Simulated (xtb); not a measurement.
C2H4N2OSi, SMILES N#C/N=C/O[SiH3]. All values are semi-empirical tight-binding results from xtb (GFN2-xTB unless named), good for trends rather than for accurate numbers. Geometry: GFN2-xTB. The structure was generated by enumeration; whether it is a known compound was not checked. The values are those of a single conformer.

| Property | Result |
|---|---|
| point group as xtb finds it | Cs |
| orbital gap | 3.23 eV |
| dipole moment | 5.13 D |
| zero-point energy | 35.9 kcal/mol |
| G − E(el) at 298.15 K (modified RRHO) | 15.9 kcal/mol |
| static polarisability (D4 model) | 68.4 bohr³ |
| solvation energy, GFN2-xTB/ALPB(water) | -5.9 kcal/mol |
| solvation energy, GFN2-xTB/ALPB(dmso) | -7.3 kcal/mol |
